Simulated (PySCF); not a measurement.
## Basis-set dependence of population analyses: `[SiH3]C([SiH3])[SiH2]Cl`

Species: CH9ClSi3.
Geometry (PBE0-D3(BJ)/def2-SVP, Å), atoms numbered from 1 in this order:
```
atom  x, y, z in Å
Si1   -2.8928   -1.6439   -1.7702
C2    -1.1703   -2.1531   -2.3675
Si3    0.1738   -1.1406   -1.5076
Si4   -0.8269   -3.9761   -2.1547
Cl5   -2.5347   -5.0866   -2.5638
H6    -3.9388   -2.0544   -2.7502
H7    -2.9405   -0.1564   -1.6114
H8    -3.1690   -2.2677   -0.4416
H9    -1.1181   -1.9275   -3.4488
H10   -0.0711   -1.1375   -0.0333
H11    0.1658    0.2645   -2.0116
H12    1.5236   -1.7388   -1.7570
H13    0.2435   -4.4344   -3.0837
H14   -0.4399   -4.2661   -0.7447
```

PBE0 throughout (PySCF), one geometry, spherical d and f functions. The structure is a single PBE0-D3(BJ)/def2-SVP conformer in the gas phase; no vibrational or solvent corrections. Atoms taken as equivalent share a column and are averaged.

Mulliken charges (e):

```json
{"basis": "STO-3G", "functions": "50", "Si1/Si3": "+0.525", "C2": "-0.524", "Si4": "+0.664", "Cl5": "-0.365", "H6 (×6)": "-0.117", "H9": "+0.071", "H13/H14": "-0.098"}
{"basis": "6-31G", "functions": "79", "Si1/Si3": "+0.581", "C2": "-1.132", "Si4": "+0.710", "Cl5": "-0.314", "H6 (×6)": "-0.090", "H9": "+0.265", "H13/H14": "-0.076"}
{"basis": "pcSseg-0", "functions": "79", "Si1/Si3": "+0.543", "C2": "-1.719", "Si4": "+0.839", "Cl5": "-0.383", "H6 (×6)": "-0.025", "H9": "+0.349", "H13/H14": "-0.009"}
{"basis": "6-31G*", "functions": "104", "Si1/Si3": "+0.366", "C2": "-0.830", "Si4": "+0.530", "Cl5": "-0.277", "H6 (×6)": "-0.052", "H9": "+0.242", "H13/H14": "-0.043"}
{"basis": "cc-pVDZ", "functions": "131", "Si1/Si3": "+0.215", "C2": "-0.459", "Si4": "+0.372", "Cl5": "-0.236", "H6 (×6)": "-0.028", "H9": "+0.103", "H13/H14": "-0.020"}
{"basis": "def2-SVP", "functions": "131", "Si1/Si3": "+0.365", "C2": "-0.765", "Si4": "+0.560", "Cl5": "-0.269", "H6 (×6)": "-0.050", "H9": "+0.140", "H13/H14": "-0.047"}
{"basis": "pcSseg-1", "functions": "158", "Si1/Si3": "+0.483", "C2": "-1.105", "Si4": "+0.699", "Cl5": "-0.341", "H6 (×6)": "-0.058", "H9": "+0.217", "H13/H14": "-0.045"}
{"basis": "aug-cc-pVDZ", "functions": "212", "Si1/Si3": "-0.961", "C2": "+0.055", "Si4": "-0.240", "Cl5": "-0.445", "H6 (×6)": "+0.359", "H9": "-0.379", "H13/H14": "+0.390"}
{"basis": "6-311+G(2d,p)", "functions": "221", "Si1/Si3": "+0.335", "C2": "-0.766", "Si4": "+0.472", "Cl5": "-0.217", "H6 (×6)": "-0.046", "H9": "+0.196", "H13/H14": "-0.038"}
{"basis": "def2-TZVP", "functions": "233", "Si1/Si3": "+0.108", "C2": "-0.344", "Si4": "+0.303", "Cl5": "-0.246", "H6 (×6)": "-0.010", "H9": "+0.139", "H13/H14": "-0.006"}
{"basis": "cc-pVTZ", "functions": "292", "Si1/Si3": "+0.129", "C2": "-0.366", "Si4": "+0.311", "Cl5": "-0.230", "H6 (×6)": "-0.012", "H9": "+0.123", "H13/H14": "-0.011"}
{"basis": "IGLO-III", "functions": "301", "Si1/Si3": "+0.728", "C2": "-0.968", "Si4": "+0.972", "Cl5": "-0.399", "H6 (×6)": "-0.160", "H9": "+0.230", "H13/H14": "-0.166"}
```

IAO charges (e):

```tsv
basis	functions	Si1/Si3	C2	Si4	Cl5	H6 (×6)	H9	H13/H14
STO-3G	50	+0.617	-0.855	+0.708	-0.305	-0.119	+0.134	-0.102
6-31G	79	+0.450	-0.866	+0.647	-0.298	-0.070	+0.186	-0.073
pcSseg-0	79	+0.443	-0.908	+0.649	-0.290	-0.064	+0.189	-0.071
6-31G*	104	+0.574	-0.938	+0.780	-0.318	-0.105	+0.178	-0.112
cc-pVDZ	131	+0.566	-0.929	+0.776	-0.317	-0.103	+0.177	-0.111
def2-SVP	131	+0.587	-0.941	+0.791	-0.310	-0.109	+0.175	-0.118
pcSseg-1	158	+0.588	-0.955	+0.795	-0.320	-0.107	+0.177	-0.115
aug-cc-pVDZ	212	+0.568	-0.932	+0.781	-0.323	-0.103	+0.178	-0.110
6-311+G(2d,p)	221	+0.599	-0.961	+0.808	-0.324	-0.111	+0.180	-0.118
def2-TZVP	233	+0.610	-0.971	+0.822	-0.325	-0.114	+0.181	-0.122
cc-pVTZ	292	+0.595	-0.961	+0.809	-0.324	-0.110	+0.181	-0.118
IGLO-III	301	+0.608	-0.968	+0.814	-0.321	-0.114	+0.181	-0.121
```

Hirshfeld charges (e):

```tsv
basis	functions	Si1/Si3	C2	Si4	Cl5	H6 (×6)	H9	H13/H14
STO-3G	50	+0.339	-0.214	+0.466	-0.300	-0.083	+0.009	-0.071
6-31G	79	+0.282	-0.273	+0.330	-0.159	-0.066	+0.056	-0.060
pcSseg-0	79	+0.295	-0.264	+0.348	-0.155	-0.070	+0.038	-0.067
6-31G*	104	+0.284	-0.269	+0.323	-0.141	-0.069	+0.063	-0.064
cc-pVDZ	131	+0.297	-0.273	+0.331	-0.126	-0.073	+0.054	-0.070
def2-SVP	131	+0.303	-0.275	+0.333	-0.115	-0.075	+0.052	-0.074
pcSseg-1	158	+0.301	-0.282	+0.339	-0.129	-0.073	+0.050	-0.070
aug-cc-pVDZ	212	+0.298	-0.298	+0.332	-0.119	-0.071	+0.053	-0.068
6-311+G(2d,p)	221	+0.300	-0.294	+0.329	-0.118	-0.072	+0.053	-0.068
def2-TZVP	233	+0.296	-0.290	+0.327	-0.115	-0.072	+0.056	-0.069
cc-pVTZ	292	+0.295	-0.286	+0.328	-0.119	-0.072	+0.055	-0.069
IGLO-III	301	+0.292	-0.287	+0.322	-0.106	-0.071	+0.053	-0.069
```

ESP-fitted charges (e):

| basis | functions | Si1/Si3 | C2 | Si4 | Cl5 | H6 (×6) | H9 | H13/H14 |
| --- | --- | --- | --- | --- | --- | --- | --- | --- |
| STO-3G | 50 | +0.258 | -0.291 | +0.539 | -0.341 | -0.062 | +0.098 | -0.075 |
| 6-31G | 79 | +0.343 | -0.538 | +0.487 | -0.293 | -0.073 | +0.218 | -0.061 |
| pcSseg-0 | 79 | +0.376 | -0.743 | +0.618 | -0.303 | -0.071 | +0.266 | -0.083 |
| 6-31G* | 104 | +0.216 | -0.332 | +0.204 | -0.182 | -0.049 | +0.195 | -0.012 |
| cc-pVDZ | 131 | +0.134 | -0.241 | +0.101 | -0.141 | -0.030 | +0.179 | +0.007 |
| def2-SVP | 131 | +0.197 | -0.332 | +0.173 | -0.142 | -0.044 | +0.193 | -0.012 |
| pcSseg-1 | 158 | +0.282 | -0.421 | +0.253 | -0.183 | -0.062 | +0.205 | -0.023 |
| aug-cc-pVDZ | 212 | +0.185 | -0.296 | +0.095 | -0.135 | -0.041 | +0.193 | +0.009 |
| 6-311+G(2d,p) | 221 | +0.166 | -0.289 | +0.057 | -0.122 | -0.036 | +0.200 | +0.018 |
| def2-TZVP | 233 | +0.174 | -0.272 | +0.080 | -0.122 | -0.040 | +0.189 | +0.008 |
| cc-pVTZ | 292 | +0.183 | -0.289 | +0.103 | -0.130 | -0.041 | +0.191 | +0.004 |
| IGLO-III | 301 | +0.178 | -0.301 | +0.003 | -0.092 | -0.038 | +0.206 | +0.028 |

Some averages cover members that differ in this geometry, most widely: H6 (×6), Mulliken in aug-cc-pVDZ +0.282 to +0.424; H13/H14, Mulliken in aug-cc-pVDZ +0.365 to +0.415; Si1/Si3, Mulliken in aug-cc-pVDZ -0.983 to -0.939; Si1/Si3, ESP-fitted in pcSseg-0 +0.356 to +0.397 e.

Task: Which scheme is steadiest as the basis changes?

Result: Largest range over the bases for any column: IAO 0.17 e, Hirshfeld 0.19 e, ESP-fitted 0.62 e, Mulliken 1.77 e. IAO charges move least and Mulliken charges most, counted in e. Without the minimal STO-3G basis the ranges are IAO 0.17, Hirshfeld 0.05, ESP-fitted 0.62, Mulliken 1.77 e.

Task: How much do the charges still move between the two largest bases, cc-pVTZ and IGLO-III?

Result: At most, over all atoms: Mulliken 0.661 e, IAO 0.014 e, Hirshfeld 0.013 e, ESP-fitted 0.101 e.

Task: What do the same runs give for the total energy, the frontier levels and the dipole moment?

Result: 
| basis | energy (Eh) | HOMO (eV) | LUMO (eV) | μ (D) |
| --- | --- | --- | --- | --- |
| STO-3G | -1356.1831 | -6.27 | 4.60 | 2.82 |
| 6-31G | -1371.4620 | -8.68 | -0.06 | 2.50 |
| pcSseg-0 | -1370.0032 | -8.88 | -0.13 | 2.40 |
| 6-31G* | -1371.5939 | -8.66 | 0.02 | 1.87 |
| cc-pVDZ | -1371.6674 | -8.63 | 0.07 | 1.61 |
| def2-SVP | -1371.2266 | -8.66 | 0.12 | 1.50 |
| pcSseg-1 | -1371.6178 | -8.80 | -0.14 | 1.76 |
| aug-cc-pVDZ | -1371.6765 | -8.69 | -0.39 | 1.57 |
| 6-311+G(2d,p) | -1371.7265 | -8.73 | -0.39 | 1.54 |
| def2-TZVP | -1371.7347 | -8.71 | -0.17 | 1.46 |
| cc-pVTZ | -1371.7457 | -8.71 | -0.13 | 1.49 |
| IGLO-III | -1371.7306 | -8.67 | -0.13 | 1.35 |

The dipole is fixed by the density alone, so its range of 1.47 D shows that the density itself changes with the basis, not only its division among atoms.
